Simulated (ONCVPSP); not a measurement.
Scattering properties, ONCV potential for magnesium (Mg)

magnesium (Mg), optimised norm-conserving Vanderbilt (ONCV), made with ONCVPSP 4.0.1 (PBE, scalar-relativistic). Core [He], reference 2s2 2p6 (charge +2). Waves: 2s: rc 0.60 bohr, ncon 4, nbas 8, qcut 13.3 1/bohr, 1 projector; 2p: rc 1.25 bohr, ncon 4, nbas 7, qcut 13.1 1/bohr, 1 projector; d scattering state at 0.44 Ha: rc 1.30 bohr, ncon 3, nbas 6, qcut 7.5 1/bohr, 3 projectors, debl 2.5 Ha. Local part: polynomial inside 0.45 bohr (lpopt 5, dvloc0 0 Ha). Core correction: Teter function, fcfact 1.5, rcfact 1.6.

The phase is arctan(r·R′/R) of the radial function R(r), unwrapped; energies in Ha, scanned from -5 to 5 Ha. A pole is an energy at which the radial function vanishes at the test radius. The pseudo phase is shifted by a multiple of π to meet the all-electron one at the reference energy, and phase errors are pseudo minus all-electron; the curves can meet again beyond the range given. Levels narrower than the energy grid can be missing from the lists of poles.

Task: For each channel, where are the poles, and over which energies does the pseudopotential scatter like the atom?

Result:

```csv
channel,radius (bohr),reference energy (Ha),"poles, all-electron","poles, pseudo",unbroken range about the reference energy with phases within 0.05 rad,phase error 1 Ha above the reference energy (rad)
s,0.61,-3.67,none,none,the whole range,-0.000
p,1.27,-2.45,-1.96,-1.95,below 0.0,+0.007
d,1.32,0.44,4.76,4.76,the whole range,-0.000
```

Phases in the p channel:

| E (Ha) | all-electron | pseudo |
| --- | --- | --- |
| -4.96 | 1.112 | 1.115 |
| -4.72 | 1.079 | 1.082 |
| -4.48 | 1.037 | 1.040 |
| -4.24 | 0.982 | 0.986 |
| -4.00 | 0.907 | 0.913 |
| -3.76 | 0.799 | 0.806 |
| -3.52 | 0.628 | 0.637 |
| -3.28 | 0.338 | 0.349 |
| -3.04 | -0.145 | -0.135 |
| -2.80 | -0.715 | -0.711 |
| -2.56 | -1.123 | -1.123 |
| -2.32 | -1.364 | -1.363 |
| -2.08 | -1.514 | -1.512 |
| -1.84 | -1.618 | -1.615 |
| -1.60 | -1.699 | -1.693 |
| -1.36 | -1.767 | -1.758 |
| -1.12 | -1.829 | -1.817 |
| -0.88 | -1.889 | -1.872 |
| -0.64 | -1.950 | -1.928 |
| -0.40 | -2.017 | -1.988 |
| -0.16 | -2.093 | -2.053 |
| 0.08 | -2.183 | -2.127 |
| 0.32 | -2.291 | -2.213 |
| 0.56 | -2.426 | -2.318 |
| 0.80 | -2.595 | -2.446 |
| 1.04 | -2.804 | -2.603 |
| 1.28 | -3.047 | -2.794 |
| 1.52 | -3.304 | -3.013 |
| 1.76 | -3.546 | -3.246 |
| 2.00 | -3.753 | -3.472 |
| 2.24 | -3.919 | -3.672 |
| 2.48 | -4.049 | -3.838 |
| 2.72 | -4.152 | -3.972 |
| 2.96 | -4.233 | -4.080 |
| 3.20 | -4.299 | -4.166 |
| 3.44 | -4.353 | -4.237 |
| 3.68 | -4.398 | -4.295 |
| 3.92 | -4.437 | -4.343 |
| 4.16 | -4.470 | -4.384 |
| 4.40 | -4.498 | -4.420 |
| 4.64 | -4.524 | -4.450 |
| 4.88 | -4.546 | -4.477 |
